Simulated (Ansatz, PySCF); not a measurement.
Gas-phase reaction (SMILES): [F][AlH2] + [H][H] (H2) -> [AlH3] (AlH3) + F (HF); hydrogen cleaves one Al-F bond, a model of a ligand-exchange step.

Each molecule is optimised on its own at B3LYP-D3(BJ)/def2-TZVP (Ansatz, a program for electronic structure). Cores are frozen in the correlated levels unless marked. No spin-orbit coupling. No relativistic terms. Basis-set limits of correlation are two-point, X^-3; Hartree-Fock from the larger set (for Q and 5 zeta extrapolated as (X+1)exp(-9√X)). Thermal terms are rigid-rotor harmonic-oscillator values from B3LYP-D3(BJ) frequencies (Ansatz or PySCF) at 298.15 K and 1 atm. 1 Eh = 627.5095 kcal/mol.

| species | E, CCSD(T)/CBS(cc-pV(Q+d)Z,cc-pV(5+d)Z) (Ansatz) (Eh) | E, PBE/def2-TZVPD (Ansatz) (Eh) | H - E (Eh) | G - E (Eh) |
|---|---|---|---|---|
| [F][AlH2] | -343.06412 | -343.34303 | 0.01964 | -0.00772 |
| [H][H] (H2) | -1.17453 | -1.16589 | 0.01336 | -0.00144 |
| [AlH3] (AlH3) | -243.77576 | -244.05059 | 0.02256 | -0.00097 |
| F (HF) | -100.39528 | -100.39521 | 0.01259 | -0.00713 |

Question: Work out ΔE and ΔH, ΔG, ΔS and the equilibrium constant at 298.15 K at the first level, then ΔH at the second.

Answer: 
1. ΔE = [(-243.77576) + (-100.39528)] - [(-343.06412) + (-1.17453)] = 0.06761 Eh = 42.4 kcal/mol at CCSD(T)/CBS(cc-pV(Q+d)Z,cc-pV(5+d)Z).
2. The terms H - E add up to 0.00215 Eh, so ΔH = (0.06761 + (0.00215))×627.5095 = 43.8 kcal/mol.
3. The terms G - E add up to 0.00106 Eh, so ΔG = 43.1 kcal/mol, and ΔS = (0.00215 - (0.00106))×627509.5/298.15 = 2.3 cal/(mol K).
4. log10 K = -ΔG/(RT ln 10) = -31.6, with RT ln 10 = 1.3642 kcal/mol.
5. At PBE/def2-TZVPD the same steps give ΔE = 39.6 and ΔH = 41.0 kcal/mol, a shift of -2.8 from the first level.
6. These values are not checked against measurement here, since the tables used lack a sound gas-phase enthalpy of formation for at least one species.
